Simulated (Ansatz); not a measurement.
`CNB(Cl)Cl`, charge 0, multiplicity 1.

(1) Give a relaxed structure at PBE0-D4/def2-TZVP (Ansatz). (Estimate.)

Results:

(1) The calculation gave: 
Cartesian coordinates in Å:
```
C -0.842 -0.480 -0.724
N 0.454 -0.061 -0.241
B 0.761 0.582 0.944
Cl -0.480 1.014 2.119
Cl 2.444 0.984 1.299
H -0.882 -1.565 -0.854
H -1.606 -0.193 -0.005
H -1.075 -0.007 -1.682
H 1.225 -0.273 -0.855
```
Point group Cs.
This is one stationary point; other conformers may exist.
